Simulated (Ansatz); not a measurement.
A calculation with Ansatz (development build ahead of 0.2.0).

```yaml
crystal:
  periodic: [false, false, false]
  atoms:
    - { symbol: Ca, position_ang: [0.0, 0.0, 0.0] }
    - { symbol: Li, position_ang: [0.0, 0.0, 8.512] }
basis:
  gaussian: { orbitals: pcseg-2 }
magnetization:
  spin_polarized: true
  initial_magnetization: 1
hamiltonian:
  xc: pbe
```

The input is written out in the form of the current development build from the run's settings.

The run gave:

```
Converged                       : yes
Total energy                    : -684.80601 hartree
Spin squared of the determinant : 0.750
Stability test                  : minimum
```

Caution: charge can spread falsely over distant fragments.
